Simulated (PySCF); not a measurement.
IIn, neutral, multiplicity 1. Atoms are numbered in the order given.

```xyz
2

In     0.0000     0.0000    -1.4401
I      0.0000     0.0000     1.3314
```

Geometry optimised at PBE0-D3(BJ)/def2-TZVP. The def2 effective core potentials stand for the cores of I, In; spin–orbit coupling is left out.

Calculation: PySCF with TDA-PBE/def2-TZVPD.

Vertical excitations; the highest root listed may be one member of a degenerate set.  State labels are in the subgroup C2v.

| state | symmetry | energy (eV) | λ (nm) | f | main pairs |
|---|---|---|---|---|---|
| S1 | A2 | 3.54 | 350 | 0.000 | HOMO−2→LUMO+1 50 %, HOMO−1→LUMO 50 % |
| S2 | A1 | 3.61 | 344 | 0.000 | HOMO−1→LUMO+1, HOMO−2→LUMO (degenerate set) |
| S3 | A2 | 3.61 | 344 | 0.000 | HOMO−1→LUMO, HOMO−2→LUMO+1 (degenerate set) |
| S4 | B2 | 3.69 | 336 | 0.036 | HOMO→LUMO+1 (degenerate set) |
| S5 | B1 | 3.69 | 336 | 0.036 | HOMO→LUMO (degenerate set) |
| S6 | A1 | 4.18 | 296 | 0.028 | HOMO−2→LUMO 41 %, HOMO−1→LUMO+1 41 %, HOMO→LUMO+2 16 % |
| S7 | B2 | 5.23 | 237 | 0.013 | HOMO−1→LUMO+2 (degenerate set) |
| S8 | B1 | 5.23 | 237 | 0.013 | HOMO−2→LUMO+2 (degenerate set) |
| S9 | A1 | 5.78 | 215 | 0.095 | HOMO→LUMO+3 94 % |
| S10 | A1 | 5.95 | 208 | 1.140 | HOMO→LUMO+2 60 %, HOMO→LUMO+11 13 % |
| T1 | B2 | 3.00 | 413 | 0 | HOMO→LUMO+1 (degenerate set) |
| T2 | B1 | 3.00 | 413 | 0 | HOMO→LUMO (degenerate set) |
| T3 | A1 | 3.32 | 373 | 0 | HOMO−2→LUMO 50 %, HOMO−1→LUMO+1 50 % |
| T4 | A1 | 3.41 | 363 | 0 | HOMO−1→LUMO+1 50 %, HOMO−2→LUMO 50 % |
Triplets are in the Tamm–Dancoff approximation.
